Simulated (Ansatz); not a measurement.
SiHF₃⁺. Charge 1, multiplicity 2. Geometry PBE0-D4/def2-TZVP, that of the neutral singlet; atoms count from 1.

Cartesian coordinates in Å:
```
Si 0.0175 -0.0292 -0.0224
H 0.6468 -1.0743 -0.8276
F -1.0877 -0.6405 0.9147
F -0.6601 1.0498 -0.9445
F 1.0836 0.6942 0.8798
```

Question: Estimate the Mulliken populations from the PBE0/def2-TZVP orbitals of Ansatz.

Answer: 
| atom | charge (e) | spin (α − β) |
| --- | --- | --- |
| Si1 | 0.93 | 0.11 |
| H2 | 0.31 | 0.41 |
| F3 | -0.08 | 0.16 |
| F4 | -0.08 | 0.16 |
| F5 | -0.08 | 0.16 |
Mulliken values depend strongly on the basis.

Question: Where does the spin sit?

Answer: Summed by element: Si 0.11, H 0.41, F 0.48, of 1 unpaired in all. Largest on single atoms: H2 0.41, F3 0.16, F5 0.16.

Question: And the Mayer bond orders between heavy atoms (over 0.3)?

Answer: Si1–F3 1.30 (1.57 Å); Si1–F4 1.30 (1.57 Å); Si1–F5 1.30 (1.57 Å).
